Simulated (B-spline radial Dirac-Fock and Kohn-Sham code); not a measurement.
## Subshell photoionisation cross sections of Ir⁵⁺ against photon energy

System: Ir⁵⁺ in the configuration [Xe] 4f14 5d4.

The computed values come from a radial B-spline solver: a relativistic central-field model (Hartree-Slater potential of the initial state, Latter tail, multipole expansion of the photon field, Dirac-Fock thresholds). Values are in kb; a dash marks an energy below the computed threshold.

```
hν (eV)     2s   3p1/2   3p3/2    3d3/2     4f5/2
    301      –       –       –        –      2340
    308      –       –       –        –      2310
    413      –       –       –        –      1720
    531      –       –       –        –      1160
    685      –       –       –        –       682
    788      –       –       –        –       492
   1680      –       –       –        –      56.7
   1780      –       –       –        –      47.1
   6580      –    11.6    21.7     15.7     0.384
   7940      –    7.99    14.3     8.59     0.178
  10200      –    4.70    7.96     3.75    0.0618
  12600      –    2.94    4.74     1.83    0.0248
  12800      –    2.83    4.56     1.73    0.0232
  17000   5.72    1.44    2.19    0.638   0.00658
  18100   5.10    1.23    1.85    0.510   0.00497
  42700  0.881   0.128   0.161   0.0209  9.45e-05
  60500  0.397  0.0476  0.0556  0.00546  1.84e-05
  73800  0.248  0.0268  0.0299  0.00253  7.22e-06
```

At 73800 eV the multipoles beyond E1 give 8.3 % of 2s, 23.6 % of 3p1/2, 26.1 % of 3p3/2, 44.1 % of 3d3/2, 61.7 % of 4f5/2.

Run: 6.8 s of CPU time on 1 thread of Neoverse-N1 (shared host), peak memory 0.39 GiB.
